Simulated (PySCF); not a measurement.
System: sum formula TaO$_{4}$H$_{4}$, net charge 0, doublet state. The spin state was set by rule; other spins were not relaxed. 
Geometry from a B3LYP-D3(BJ)/def2-TZVP (Ansatz) optimisation:
```xyz
9

Ta     0.0000     0.0000     0.0000
O      1.2452     1.4397    -0.2681
H      1.5121     2.1905     0.2634
O      1.0100    -1.0273     1.2726
H      1.7838    -1.5878     1.2047
O     -0.5660    -0.0268    -1.8368
H     -0.8086    -0.7269    -2.4438
O     -1.6892    -0.3856     0.8323
H     -2.4873     0.1242     0.9757
```
Charge 0, spin multiplicity 2.

Dispersion corrections to the total energy (kcal/mol) from the dftd3 and dftd4 libraries through PySCF: D3(BJ) without and D4 with the three-body term, each with the damping fitted for the functional named.

```json
[
 {"functional": "PBE", "D3(BJ)": "-3.37", "D4": "-3.80"},
 {"functional": "LC-wPBE", "D3(BJ)": "___", "D4": "-4.27"},
 {"functional": "HSE06", "D3(BJ)": "-2.60", "D4": "___"},
 {"functional": "B2GP-PLYP", "D3(BJ)": "-3.84", "D4": "___"},
 {"functional": "BHLYP", "D3(BJ)": "-5.65", "D4": "-5.14"},
 {"functional": "BLYP", "D3(BJ)": "-7.66", "D4": "-8.05"},
 {"functional": "B3LYP", "D3(BJ)": "-6.42", "D4": "-6.11"}
]
```

**Question.** What belongs in the gaps?

**Answer.** 
- LC-wPBE, D3(BJ): -3.57
- HSE06, D4: -3.05
- B2GP-PLYP, D4: -1.63
